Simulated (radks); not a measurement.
Task: Method: scalar-relativistic Kohn-Sham, PBE, spin-unpolarised, spherical densities, point nucleus; computed with a radial shooting solver on a logarithmic mesh with Libxc functionals. Each species is in its NIST ground configuration. Rank In2+, Al2+, B2+, Tl2+, Ga2+ by radius at which the density is 0.001 e/bohr^3 (bohr), largest first.

Result: Tl2+ 3.61, In2+ 3.56, Al2+ 3.38, Ga2+ 3.30, B2+ 2.88.
